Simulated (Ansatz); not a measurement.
triplet C: levels of theory in one basis

A single C atom.

Basis set: def2-SVP (spherical functions). Frozen core: 1 orbital. Correlation on ROHF uses semicanonical orbitals with singles. Charge 0, multiplicity 3.

Computed with Ansatz (development build ahead of 0.2.0); each method stands on the lowest determinant of its kind that the runs found.

| method | E − E(ROHF) (eV) | <S²> of the determinant |
| --- | --- | --- |
| ROHF | 0.00 | 2.00 |
| UHF | -0.11 | 2.01 |
| ROHF-MP2 | -1.47 | – |
| UHF-MP2 | -1.47 | 2.01 |
| ROHF-CCSD | -1.99 | – |
| UHF-CCSD | -1.99 | 2.01 |
| ROHF-CCSD(T) | -2.02 | – |
| UHF-CCSD(T) | -2.02 | 2.01 |
| ROHF-CCSDT | -2.03 | – |
| UHF-CCSDT | -2.03 | 2.01 |
| UHF-CCSDT(Q) | -2.03 | 2.01 |
| full CI (lowest root of this spin) | -2.03 | – |

Is a single determinant a sound starting point here?

By this sign, yes. Unrestricted orbitals gain 0.11 eV and <S²> is 2.01 against 2.00 for a pure state.
